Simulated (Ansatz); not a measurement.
The same path of ClHOZn + H4Si (9 atoms, charge 0, multiplicity 1) was run twice with different band settings. Lost on the way: Zn1–Cl2, H4–Si5. Made: Zn1–Si5, Cl2–H4.

These are results of Ansatz 0.2.0, RKS revPBE-D4/def2-SVP, not measurements.

Relaxed end points:

```xyz
9
Properties=species:S:1:pos:R:3
Zn -0.266 -1.518 1.092
Cl -0.868 -1.532 3.127
O 0.331 -1.629 -0.616
H 0.221 0.723 0.899
Si 0.241 1.303 -0.505
H -0.354 -1.961 -1.227
H 0.196 2.799 -0.320
H -1.002 0.885 -1.233
H 1.502 0.931 -1.216
```

```xyz
9
Properties=species:S:1:pos:R:3
Zn 0.432 -0.983 -0.507
Cl -1.179 -0.694 2.072
O 0.631 -2.773 -0.624
H -1.319 0.474 1.504
Si 0.354 1.364 -0.651
H 0.194 -3.224 0.122
H 1.526 2.039 0.018
H -0.871 1.861 0.106
H 0.232 1.937 -2.040
```

Common settings: spring 5.0 eV/Å²; optimiser quadratic models (default); start path through a guess of the saddle point; force threshold 0.05 eV/Å; iteration limit 60; end points relaxed.

| run | movable images | climbing image |
| --- | --- | --- |
| 1 | 5 | yes |
| 2 | 8 | no |

(1) What does each run give, and how far can it be trusted?

Results:

(1) Run 1: converged after 13 iterations, highest image 1.486 eV above the first end. Neighbouring images differ by up to 1.3 eV, so the band resolves the path poorly. A vibrational analysis at the climbing image gives 2 clearly imaginary modes (707i, 68i cm⁻¹): a point of higher order, so a lower path passes nearby.
Run 2: not converged after 60 iterations, highest image 1.377 eV above the first end. The band didn't meet its force threshold, so its energies are provisional: the largest band force was still 0.51 eV/Å, and over the last iterations the top moved between 1.38 and 1.50 eV.
The orbitals stay closed-shell, which can raise the energy where a bond breaks towards radicals; this wasn't checked here.
